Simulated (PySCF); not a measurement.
Order these species by their calculated properties.

All species are isolated and taken at one optimised geometry, non-relativistic unless stated; the electronic structure was computed with PySCF and density fitting.

The conformers computed, where there is a choice (atom-mapped SMILES and torsion angles):
- `[H]/[N:4]=[CH:3]\[C:2]([CH3:1])[O:5][C:6]([F:7])([F:8])[F:9]`: C1–C2–C3–N4 0°, C1–C2–O5–C6 -2°, C2–O5–C6–F7 -61°
- `[CH2:1]=[C:2][O:3]/[CH:4]=[CH:5]\[C:6]([F:7])=[C:8]([F:9])[F:10]`: C1–C2–O3–C4 -89°, C2–O3–C4–C5 -169°, C4–C5–C6–F7 1°
- `[CH3:1][N-:2][CH:3][c:4]1[n:5][n:6][cH:7][nH:8]1`: C1–N2–C3–C4 180°, N2–C3–C4–N5 180°
- `[O:1]=[C:2][O:3][C:4]([F:5])([F:6])[F:7]`: O1–C2–O3–C4 0°, C2–O3–C4–F5 61°
- `[F:1][C:2]([F:3])=[C:4]([F:5])[C:6]12[CH2:7][C:8]([CH2:9]1)[CH2:10]2`: C2–C4–C6–C7 3°
- `[F:1][C:2]([F:3])([F:4])[CH+:5][C:6]1[CH2:7][CH2:8][CH2:9]1`: F1–C2–C5–C6 65°, C2–C5–C6–C7 -2°
- `[O:1]=[C:2]([C@@H:3]1[C:4]2[CH2:5][C@@H:6]12)[C:7]([F:8])([F:9])[F:10]`: O1–C2–C3–C4 39°, O1–C2–C7–F8 -121°

Task: Rank by smallest rotational constant, highest first (GFN2-xTB).
A. `C=[C]O/C=C\C(F)=C(F)F` [radical]
B. `[C](OC(F)(F)F)=O` [radical]
C. `[H]/N=C\[C](C)OC(F)(F)F` [radical]
D. `FC(F)=C(F)C12C[C](C1)C2` [radical]
E. `C[N-][CH]c1[nH]cnn1` [radical]

Result: B (2.085 GHz), E (1.027 GHz), C (0.874 GHz), D (0.811 GHz), A (0.489 GHz).

Task: Give the two extremes of that set in cm⁻¹.

Result: `C=[C]O/C=C\C(F)=C(F)F` [doublet state]: 0.0163 cm⁻¹; `O=[C]OC(F)(F)F` [doublet state]: 0.0695 cm⁻¹.

Task: Rank by isotropic g value, highest first (unrestricted B3LYP/pcH-1, mean-field spin–orbit at GFN2-xTB geometries).
A. `FC(F)=C(F)C12C[C](C1)C2` [radical]
B. `O=C([C@@H]1[C]2C[C@H]21)C(F)(F)F` [radical]
C. `[H]/N=C\[C](C)OC(F)(F)F` [radical]
D. `C=[C]O/C=C\C(F)=C(F)F` [radical]
E. `FC(F)(F)[CH+][C]1CCC1` [radical]

Result: C (2.00354), E (2.00322), B (2.00301), A (2.00263), D (2.00225).
